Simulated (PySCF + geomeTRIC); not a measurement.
Computed with PySCF + geomeTRIC with BP86-D3(BJ)/def2-SVP. fastk is a local helper that only speeds up exchange builds. No frequencies were computed at this level.

```python
import json, numpy as np
from pyscf import gto, dft
from fastk import lowrank_exchange
atoms = """
Sc    -0.052085    -0.085120     0.090547
F     -0.237729    -1.790051     0.586880
O      1.336332     0.830344     0.739740
H      2.009575     1.459834     0.998191
O     -1.261918     0.600821    -1.030902
H     -1.793816     1.147919    -1.609122
"""
def scf(charge, spin, dm0=None):
    mol = gto.M(atom=atoms, basis='def2-svp', ecp={}, charge=charge, spin=spin, verbose=3, max_memory=3780)
    mf = dft.KS(mol, xc='bp86').density_fit(auxbasis="def2-universal-jkfit")
    mf.disp = 'd3bj'
    mf.grids.level = 3
    mf.conv_tol = 1e-8
    mf.max_cycle = 120
    mf.level_shift = 0.25
    mf.kernel(dm0)
    if not mf.converged:
        mf = mf.newton().run(mf.mo_coeff, mf.mo_occ).undo_soscf()
    return mf
mf = scf(0, 0)
from pyscf.geomopt.geometric_solver import kernel as optimize
path = []
done, mol = optimize(mf, maxsteps=120, assert_convergence=False, callback=lambda env: path.append((env["energy"], bool(env["g_scanner"].converged))))
res = dict(converged=bool(done and path[-1][1]), energy=path[-1][0], path=[e for e, c in path], xyz=mol.atom_coords(unit="Angstrom").tolist(), nao=mol.nao)
json.dump(res, open("result.json", "w"))
```

Output:

```
[...]
Step   12 : Displace = 1.093e-04/1.820e-04 (rms/max) Trust = 1.000e-04 (-) Grad = 2.362e-04/4.560e-04 (rms/max) E (change) = -1012.2177204635 (-1.017e-07) Quality = 0.184
Step   13 : Displace = 1.068e-04/1.801e-04 (rms/max) Trust = 1.000e-04 (=) Grad = 2.361e-04/4.570e-04 (rms/max) E (change) = -1012.2177205488 (-8.522e-08) Quality = 0.157
Step   14 : Displace = 1.062e-04/1.786e-04 (rms/max) Trust = 1.000e-04 (=) Grad = 2.352e-04/4.563e-04 (rms/max) E (change) = -1012.2177206271 (-7.837e-08) Quality = 0.146
Step   15 : Displace = 1.057e-04/1.804e-04 (rms/max) Trust = 1.000e-04 (=) Grad = 2.353e-04/4.583e-04 (rms/max) E (change) = -1012.2177207216 (-9.450e-08) Quality = 0.176
Step   16 : Displace = 1.000e-04/1.696e-04 (rms/max) Trust = 1.000e-04 (=) Grad = 2.346e-04/4.575e-04 (rms/max) E (change) = -1012.2177207793 (-5.769e-08) Quality = 0.113
Step   17 : Displace = 1.064e-04/1.823e-04 (rms/max) Trust = 1.000e-04 (=) Grad = 2.348e-04/4.595e-04 (rms/max) E (change) = -1012.2177208755 (-9.614e-08) Quality = 0.177
Step   18 : Displace = 1.000e-04/1.708e-04 (rms/max) Trust = 1.000e-04 (=) Grad = 2.343e-04/4.584e-04 (rms/max) E (change) = -1012.2177209320 (-5.656e-08) Quality = 0.110
Step   19 : Displace = 1.069e-04/1.839e-04 (rms/max) Trust = 1.000e-04 (=) Grad = 2.345e-04/4.605e-04 (rms/max) E (change) = -1012.2177210168 (-8.480e-08) Quality = 0.154
Step   20 : Displace = 1.000e-04/1.717e-04 (rms/max) Trust = 1.000e-04 (=) Grad = 2.341e-04/4.601e-04 (rms/max) E (change) = -1012.2177210854 (-6.854e-08) Quality = 0.133
Step   21 : Displace = 1.001e-04/1.726e-04 (rms/max) Trust = 1.000e-04 (=) Grad = 2.343e-04/4.607e-04 (rms/max) E (change) = -1012.2177211867 (-1.014e-07) Quality = 0.194
Step   22 : Displace = 1.035e-04/1.785e-04 (rms/max) Trust = 1.000e-04 (=) Grad = 2.340e-04/4.603e-04 (rms/max) E (change) = -1012.2177212763 (-8.953e-08) Quality = 0.166
Step   23 : Displace = 1.065e-04/1.843e-04 (rms/max) Trust = 1.000e-04 (=) Grad = 2.341e-04/4.615e-04 (rms/max) E (change) = -1012.2177213688 (-9.255e-08) Quality = 0.166
Step   24 : Displace = 1.080e-04/1.869e-04 (rms/max) Trust = 1.000e-04 (=) Grad = 2.338e-04/4.596e-04 (rms/max) E (change) = -1012.2177214588 (-8.999e-08) Quality = 0.158
Step   25 : Displace = 1.023e-04/1.779e-04 (rms/max) Trust = 1.000e-04 (=) Grad = 2.338e-04/4.620e-04 (rms/max) E (change) = -1012.2177215558 (-9.696e-08) Quality = 0.180
Step   26 : Displace = 1.001e-04/1.738e-04 (rms/max) Trust = 1.000e-04 (=) Grad = 2.335e-04/4.611e-04 (rms/max) E (change) = -1012.2177215792 (-2.346e-08) Quality = 0.044
Step   27 : Displace = 1.047e-04/1.824e-04 (rms/max) Trust = 1.000e-04 (=) Grad = 2.344e-04/4.628e-04 (rms/max) E (change) = -1012.2177216633 (-8.404e-08) Quality = 0.150
Step   28 : Displace = 1.099e-04/1.913e-04 (rms/max) Trust = 1.000e-04 (=) Grad = 2.330e-04/4.606e-04 (rms/max) E (change) = -1012.2177217726 (-1.093e-07) Quality = 0.180
Step   29 : Displace = 1.001e-04/1.755e-04 (rms/max) Trust = 1.000e-04 (=) Grad = 2.335e-04/4.620e-04 (rms/max) E (change) = -1012.2177218722 (-9.958e-08) Quality = 0.185
Step   30 : Displace = 1.083e-04/1.895e-04 (rms/max) Trust = 1.000e-04 (=) Grad = 2.331e-04/4.619e-04 (rms/max) E (change) = -1012.2177219717 (-9.957e-08) Quality = 0.171
Step   31 : Displace = 1.089e-04/1.910e-04 (rms/max) Trust = 1.000e-04 (=) Grad = 2.335e-04/4.630e-04 (rms/max) E (change) = -1012.2177220721 (-1.004e-07) Quality = 0.171
Step   32 : Displace = 1.089e-04/1.905e-04 (rms/max) Trust = 1.000e-04 (=) Grad = 2.328e-04/4.621e-04 (rms/max) E (change) = -1012.2177221758 (-1.037e-07) Quality = 0.175
Step   33 : Displace = 1.081e-04/1.899e-04 (rms/max) Trust = 1.000e-04 (=) Grad = 2.330e-04/4.624e-04 (rms/max) E (change) = -1012.2177222782 (-1.024e-07) Quality = 0.173
Step   34 : Displace = 1.082e-04/1.900e-04 (rms/max) Trust = 1.000e-04 (=) Grad = 2.324e-04/4.610e-04 (rms/max) E (change) = -1012.2177223677 (-8.945e-08) Quality = 0.151
Step   35 : Displace = 1.069e-04/1.884e-04 (rms/max) Trust = 1.000e-04 (=) Grad = 2.330e-04/4.633e-04 (rms/max) E (change) = -1012.2177224772 (-1.095e-07) Quality = 0.187
Step   36 : Displace = 1.087e-04/1.912e-04 (rms/max) Trust = 1.000e-04 (=) Grad = 2.323e-04/4.622e-04 (rms/max) E (change) = -1012.2177225837 (-1.065e-07) Quality = 0.177
Step   37 : Displace = 1.078e-04/1.901e-04 (rms/max) Trust = 1.000e-04 (=) Grad = 2.326e-04/4.628e-04 (rms/max) E (change) = -1012.2177226865 (-1.028e-07) Quality = 0.171
Step   38 : Displace = 1.075e-04/1.896e-04 (rms/max) Trust = 1.000e-04 (=) Grad = 2.320e-04/4.615e-04 (rms/max) E (change) = -1012.2177227843 (-9.780e-08) Quality = 0.164
Step   39 : Displace = 1.068e-04/1.888e-04 (rms/max) Trust = 1.000e-04 (=) Grad = 2.322e-04/4.626e-04 (rms/max) E (change) = -1012.2177228904 (-1.060e-07) Quality = 0.178
Step   40 : Displace = 1.075e-04/1.899e-04 (rms/max) Trust = 1.000e-04 (=) Grad = 2.317e-04/4.618e-04 (rms/max) E (change) = -1012.2177229921 (-1.018e-07) Quality = 0.168
Step   41 : Displace = 1.070e-04/1.894e-04 (rms/max) Trust = 1.000e-04 (=) Grad = 2.318e-04/4.622e-04 (rms/max) E (change) = -1012.2177231542 (-1.620e-07) Quality = 0.269
Step   42 : Displace = 1.068e-04/1.891e-04 (rms/max) Trust = 1.000e-04 (=) Grad = 2.312e-04/4.623e-04 (rms/max) E (change) = -1012.2177232504 (-9.622e-08) Quality = 0.159
Step   43 : Displace = 1.075e-04/1.904e-04 (rms/max) Trust = 1.000e-04 (=) Grad = 2.316e-04/4.617e-04 (rms/max) E (change) = -1012.2177233504 (-1.000e-07) Quality = 0.163
Step   44 : Displace = 1.055e-04/1.870e-04 (rms/max) Trust = 1.000e-04 (=) Grad = 2.307e-04/4.624e-04 (rms/max) E (change) = -1012.2177234440 (-9.360e-08) Quality = 0.156
Step   45 : Displace = 1.083e-04/1.921e-04 (rms/max) Trust = 1.000e-04 (=) Grad = 2.314e-04/4.612e-04 (rms/max) E (change) = -1012.2177235726 (-1.286e-07) Quality = 0.206
Step   46 : Displace = 1.053e-04/1.871e-04 (rms/max) Trust = 1.000e-04 (=) Grad = 2.305e-04/4.618e-04 (rms/max) E (change) = -1012.2177236715 (-9.894e-08) Quality = 0.164
Step   47 : Displace = 1.070e-04/1.902e-04 (rms/max) Trust = 1.000e-04 (=) Grad = 2.308e-04/4.612e-04 (rms/max) E (change) = -1012.2177237792 (-1.076e-07) Quality = 0.174
Step   48 : Displace = 1.054e-04/1.875e-04 (rms/max) Trust = 1.000e-04 (=) Grad = 2.299e-04/4.619e-04 (rms/max) E (change) = -1012.2177238578 (-7.858e-08) Quality = 0.129
Step   49 : Displace = 1.065e-04/1.896e-04 (rms/max) Trust = 1.000e-04 (=) Grad = 2.307e-04/4.607e-04 (rms/max) E (change) = -1012.2177239689 (-1.112e-07) Quality = 0.179
Step   50 : Displace = 1.052e-04/1.873e-04 (rms/max) Trust = 1.000e-04 (=) Grad = 2.297e-04/4.612e-04 (rms/max) E (change) = -1012.2177240685 (-9.958e-08) Quality = 0.163
Step   51 : Displace = 1.064e-04/1.897e-04 (rms/max) Trust = 1.000e-04 (=) Grad = 2.301e-04/4.605e-04 (rms/max) E (change) = -1012.2177242160 (-1.476e-07) Quality = 0.237
Step   52 : Displace = 1.052e-04/1.876e-04 (rms/max) Trust = 1.000e-04 (=) Grad = 2.291e-04/4.613e-04 (rms/max) E (change) = -1012.2177242610 (-4.493e-08) Quality = 0.073
Step   53 : Displace = 1.066e-04/1.902e-04 (rms/max) Trust = 1.000e-04 (=) Grad = 2.298e-04/4.599e-04 (rms/max) E (change) = -1012.2177243724 (-1.114e-07) Quality = 0.178
Step   54 : Displace = 1.048e-04/1.871e-04 (rms/max) Trust = 1.000e-04 (=) Grad = 2.289e-04/4.605e-04 (rms/max) E (change) = -1012.2177244723 (-9.987e-08) Quality = 0.162
Step   55 : Displace = 1.060e-04/1.894e-04 (rms/max) Trust = 1.000e-04 (=) Grad = 2.292e-04/4.597e-04 (rms/max) E (change) = -1012.2177245122 (-3.992e-08) Quality = 0.064
Step   56 : Displace = 1.042e-04/1.864e-04 (rms/max) Trust = 1.000e-04 (=) Grad = 2.283e-04/4.606e-04 (rms/max) E (change) = -1012.2177246011 (-8.886e-08) Quality = 0.144
Step   57 : Displace = 1.058e-04/1.892e-04 (rms/max) Trust = 1.000e-04 (=) Grad = 2.288e-04/4.592e-04 (rms/max) E (change) = -1012.2177247094 (-1.084e-07) Quality = 0.172
Step   58 : Displace = 1.045e-04/1.871e-04 (rms/max) Trust = 1.000e-04 (=) Grad = 2.282e-04/4.596e-04 (rms/max) E (change) = -1012.2177248114 (-1.019e-07) Quality = 0.164
Step   59 : Displace = 1.054e-04/1.888e-04 (rms/max) Trust = 1.000e-04 (=) Grad = 2.294e-04/4.587e-04 (rms/max) E (change) = -1012.2177248826 (-7.122e-08) Quality = 0.113
Step   60 : Displace = 1.031e-04/1.847e-04 (rms/max) Trust = 1.000e-04 (=) Grad = 2.274e-04/4.593e-04 (rms/max) E (change) = -1012.2177249895 (-1.069e-07) Quality = 0.176
Step   61 : Displace = 1.075e-04/1.927e-04 (rms/max) Trust = 1.000e-04 (=) Grad = 2.277e-04/4.584e-04 (rms/max) E (change) = -1012.2177251136 (-1.241e-07) Quality = 0.191
Step   62 : Displace = 1.048e-04/1.880e-04 (rms/max) Trust = 1.000e-04 (=) Grad = 2.268e-04/4.593e-04 (rms/max) E (change) = -1012.2177252193 (-1.057e-07) Quality = 0.168
Step   63 : Displace = 1.047e-04/1.879e-04 (rms/max) Trust = 1.000e-04 (=) Grad = 2.273e-04/4.578e-04 (rms/max) E (change) = -1012.2177253256 (-1.063e-07) Quality = 0.169
Step   64 : Displace = 1.051e-04/1.888e-04 (rms/max) Trust = 1.000e-04 (=) Grad = 2.267e-04/4.581e-04 (rms/max) E (change) = -1012.2177254562 (-1.307e-07) Quality = 0.206
Step   65 : Displace = 1.051e-04/1.888e-04 (rms/max) Trust = 1.000e-04 (=) Grad = 2.265e-04/4.576e-04 (rms/max) E (change) = -1012.2177256215 (-1.653e-07) Quality = 0.260
Step   66 : Displace = 1.044e-04/1.877e-04 (rms/max) Trust = 1.000e-04 (=) Grad = 2.270e-04/4.575e-04 (rms/max) E (change) = -1012.2177257207 (-9.920e-08) Quality = 0.157
Step   67 : Displace = 1.031e-04/1.854e-04 (rms/max) Trust = 1.000e-04 (=) Grad = 2.258e-04/4.571e-04 (rms/max) E (change) = -1012.2177258340 (-1.133e-07) Quality = 0.183
Step   68 : Displace = 1.059e-04/1.905e-04 (rms/max) Trust = 1.000e-04 (=) Grad = 2.267e-04/4.567e-04 (rms/max) E (change) = -1012.2177259312 (-9.716e-08) Quality = 0.149
Step   69 : Displace = 9.423e-05/1.696e-04 (rms/max) Trust = 1.000e-04 (=) Grad = 2.253e-04/4.566e-04 (rms/max) E (change) = -1012.2177260227 (-9.157e-08) Quality = 0.161
Step   70 : Displace = 1.044e-04/1.881e-04 (rms/max) Trust = 1.000e-04 (=) Grad = 2.264e-04/4.562e-04 (rms/max) E (change) = -1012.2177261195 (-9.672e-08) Quality = 0.151
Step   71 : Displace = 9.996e-05/1.800e-04 (rms/max) Trust = 1.000e-04 (=) Grad = 2.246e-04/4.562e-04 (rms/max) E (change) = -1012.2177262200 (-1.005e-07) Quality = 0.165
Step   72 : Displace = 1.040e-04/1.875e-04 (rms/max) Trust = 1.000e-04 (=) Grad = 2.251e-04/4.557e-04 (rms/max) E (change) = -1012.2177263216 (-1.016e-07) Quality = 0.158
Step   73 : Displace = 1.065e-04/1.921e-04 (rms/max) Trust = 1.000e-04 (=) Grad = 2.241e-04/4.555e-04 (rms/max) E (change) = -1012.2177264058 (-8.423e-08) Quality = 0.129
Step   74 : Displace = 1.038e-04/1.873e-04 (rms/max) Trust = 1.000e-04 (=) Grad = 2.248e-04/4.555e-04 (rms/max) E (change) = -1012.2177265049 (-9.905e-08) Quality = 0.155
Step   75 : Displace = 1.063e-04/1.918e-04 (rms/max) Trust = 1.000e-04 (=) Grad = 2.238e-04/4.549e-04 (rms/max) E (change) = -1012.2177266092 (-1.043e-07) Quality = 0.159
Step   76 : Displace = 1.040e-04/1.880e-04 (rms/max) Trust = 1.000e-04 (=) Grad = 2.248e-04/4.547e-04 (rms/max) E (change) = -1012.2177266911 (-8.192e-08) Quality = 0.127
Step   77 : Displace = 9.577e-05/1.730e-04 (rms/max) Trust = 1.000e-04 (=) Grad = 2.231e-04/4.543e-04 (rms/max) E (change) = -1012.2177267736 (-8.243e-08) Quality = 0.140
Step   78 : Displace = 1.034e-04/1.870e-04 (rms/max) Trust = 1.000e-04 (=) Grad = 2.236e-04/4.540e-04 (rms/max) E (change) = -1012.2177268523 (-7.875e-08) Quality = 0.122
Step   79 : Displace = 1.060e-04/1.916e-04 (rms/max) Trust = 1.000e-04 (=) Grad = 2.226e-04/4.536e-04 (rms/max) E (change) = -1012.2177269532 (-1.009e-07) Quality = 0.153
Step   80 : Displace = 1.033e-04/1.871e-04 (rms/max) Trust = 1.000e-04 (=) Grad = 2.234e-04/4.540e-04 (rms/max) E (change) = -1012.2177270551 (-1.018e-07) Quality = 0.159
Step   81 : Displace = 1.063e-04/1.924e-04 (rms/max) Trust = 1.000e-04 (=) Grad = 2.221e-04/4.530e-04 (rms/max) E (change) = -1012.2177271700 (-1.149e-07) Quality = 0.173
Step   82 : Displace = 1.036e-04/1.877e-04 (rms/max) Trust = 1.000e-04 (=) Grad = 2.225e-04/4.530e-04 (rms/max) E (change) = -1012.2177272695 (-9.949e-08) Quality = 0.153
Step   83 : Displace = 1.053e-04/1.908e-04 (rms/max) Trust = 1.000e-04 (=) Grad = 2.216e-04/4.520e-04 (rms/max) E (change) = -1012.2177274045 (-1.350e-07) Quality = 0.205
Step   84 : Displace = 1.035e-04/1.878e-04 (rms/max) Trust = 1.000e-04 (=) Grad = 2.218e-04/4.523e-04 (rms/max) E (change) = -1012.2177275253 (-1.208e-07) Quality = 0.187
Step   85 : Displace = 1.053e-04/1.910e-04 (rms/max) Trust = 1.000e-04 (=) Grad = 2.209e-04/4.521e-04 (rms/max) E (change) = -1012.2177276207 (-9.536e-08) Quality = 0.144
Step   86 : Displace = 1.035e-04/1.879e-04 (rms/max) Trust = 1.000e-04 (=) Grad = 2.215e-04/4.517e-04 (rms/max) E (change) = -1012.2177277253 (-1.046e-07) Quality = 0.161
Step   87 : Displace = 1.054e-04/1.912e-04 (rms/max) Trust = 1.000e-04 (=) Grad = 2.205e-04/4.514e-04 (rms/max) E (change) = -1012.2177278305 (-1.052e-07) Quality = 0.158
Step   88 : Displace = 1.044e-04/1.897e-04 (rms/max) Trust = 1.000e-04 (=) Grad = 2.208e-04/4.510e-04 (rms/max) E (change) = -1012.2177279478 (-1.173e-07) Quality = 0.178
Step   89 : Displace = 1.041e-04/1.891e-04 (rms/max) Trust = 1.000e-04 (=) Grad = 2.198e-04/4.512e-04 (rms/max) E (change) = -1012.2177280353 (-8.754e-08) Quality = 0.133
Step   90 : Displace = 1.042e-04/1.894e-04 (rms/max) Trust = 1.000e-04 (=) Grad = 2.207e-04/4.503e-04 (rms/max) E (change) = -1012.2177281440 (-1.087e-07) Quality = 0.165
Step   91 : Displace = 1.039e-04/1.889e-04 (rms/max) Trust = 1.000e-04 (=) Grad = 2.198e-04/4.504e-04 (rms/max) E (change) = -1012.2177282462 (-1.022e-07) Quality = 0.155
Step   92 : Displace = 1.046e-04/1.902e-04 (rms/max) Trust = 1.000e-04 (=) Grad = 2.210e-04/4.499e-04 (rms/max) E (change) = -1012.2177283021 (-5.587e-08) Quality = 0.084
Converged! =D
```

Cost: around 9 core-minutes (rough).
